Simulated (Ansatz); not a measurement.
The cluster ZnSe₂⁻. Charge -1, multiplicity 2. Geometry r2SCAN-D4/def2-TZVPD; atoms count from 1.

```xyz
3

Zn    1.151    0.003    1.689
Se   -0.689   -0.799   -1.673
Se   -0.462    0.796   -0.016
```

Another isomer (doublet) lies 1.22 eV lower at PBE0-D4/def2-TZVPD; other spin states weren't run for this one.

(1) Estimate the Mulliken populations from the PBE0/def2-TZVPD orbitals of Ansatz.

(2) Where does the spin sit?

(3) And the Mayer bond orders between bonded heavy atoms (over 0.3)?

Answers

(1) 
```json
{"atom": "Zn1", "charge (e)": "-0.17", "spin (α − β)": "0.34", "d electrons": "10.02"}
{"atom": "Se2", "charge (e)": "-0.59", "spin (α − β)": "0.35", "d electrons": "–"}
{"atom": "Se3", "charge (e)": "-0.25", "spin (α − β)": "0.31", "d electrons": "–"}
```
Mulliken values and Mayer orders depend strongly on the basis. With diffuse functions, as here, like atoms can get unlike values, and bond orders can come out too low or too high.

(2) Summed by element: Zn 0.34, Se 0.66, of 1 unpaired in all. Largest on single atoms: Se2 0.35, Zn1 0.34, Se3 0.31.

(3) Zn1–Se3 0.83 (2.48 Å); Se2–Se3 1.13 (2.31 Å).
